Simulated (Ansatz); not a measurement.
# A geometry optimisation of Al2FH3N+ with BLYP-D3(BJ)/def2-SVP

The starting geometry of this gas-phase singlet was optimised with GFN2-xTB.

```yaml
atoms:
  - { symbol: Al, position_ang: [-1.6120, 0.9027, -0.9666] }
  - { symbol: Al, position_ang: [0.2607, -0.2263, 0.5577] }
  - { symbol: F, position_ang: [-1.9209, 2.4623, -0.6240] }
  - { symbol: N, position_ang: [-1.6105, -0.1506, 0.7546] }
  - { symbol: H, position_ang: [-1.8449, 0.1913, -2.2707] }
  - { symbol: H, position_ang: [-2.2099, -0.9868, 0.7863] }
  - { symbol: H, position_ang: [-1.9895, 0.4473, 1.5076] }
```

Question: Predict what becomes of its bonds when it is optimised with BLYP-D3(BJ)/def2-SVP.

Answer: A bond breaks, giving a structure given below by its coordinates. Distances that change by over a tenth: Al2–N4 (1.88 → 2.34 Å). Contacts that open: Al1–Al2 (2.67 → 3.18 Å).

The energy falls by 0.99 eV over 25 steps:

```tsv
step	E − E(last) (eV)
1	0.988
4	0.167
6	0.112
9	0.104
12	0.092
14	0.057
17	0.028
20	0.001
22	0.000
25	0.000
```

Final geometry (Å):

```xyz
7

Al   -1.9537    0.7714   -0.9899
Al    0.2332    0.8990    1.3198
F    -0.5864    1.7837   -0.7518
N    -1.6878   -0.2170    0.5878
H    -2.9622    0.8095   -2.1789
H    -1.5201   -1.2333    0.4682
H    -2.4499   -0.1734    1.2898
```

Frequencies at the end are all real (lowest 59 cm⁻¹). Run with Ansatz 0.2.0, 100 s on 1 thread of AMD EPYC (Zen 3), with other jobs on the host.
